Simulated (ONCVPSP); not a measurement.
## Debugging a pseudopotential input (aluminium (Al), ONCVPSP 4.0.1)

Command:

```bash
oncvpsp.x < Al.dat > Al.out
```

Input:

```
# ATOM AND REFERENCE CONFIGURATION
# atsym  z   nc   nv     iexc    psfile
  Al 13.00    3    1        4      upf
#
#   n    l    f
    1    0    2.00
    2    0    2.00
    2    1    6.00
    3    0   15.00
#
# PSEUDOPOTENTIAL AND OPTIMIZATION
# lmax
    1
#
#   l,   rc,      ep,       ncon, nbas, qcut
    0    2.15    0.00    4    8    2.90
    1    1.90    0.33    4    8    5.10
#
# LOCAL POTENTIAL
# lloc, lpopt,  rc(5),   dvloc0
    4    5    1.45    4.00
#
# VANDERBILT-KLEINMAN-BYLANDER PROJECTORs
# l, nproj, debl
    0    2    3.50
    1    2    0.60
#
# MODEL CORE CHARGE
# icmod, fcfact, rcfact
    2    0.55    1.15
#
# LOG DERIVATIVE ANALYSIS
# epsh1, epsh2, depsh
   -2.00    5.00    0.02
#
# OUTPUT GRID
# rlmax, drl
    6.00    0.01
#
# TEST CONFIGURATIONS
# ncnf
    4
# nvcnf
#   n    l    f
    2
    3    0    2.00
    3    1    1.00
#
    1
    3    0    1.00
#
    2
    3    0    2.00
    3    1    0.50
#
    2
    3    0    1.00
    3    1    2.00
#
```

This is an input that runs to its end, with one change: occupation of the last valence shell set to 15.00.

Q: How does the run end?

A: The program refuses the input: "test_data: reference configuration is negative ion".

```
ONCVPSP  (Optimized Norm-Conservinng Vanderbilt PSeudopotential)
scalar-relativistic version 4.0.1

test_data: reference configuration is negative ion
ERROR: test_data found   1 ERROR; stopping
```
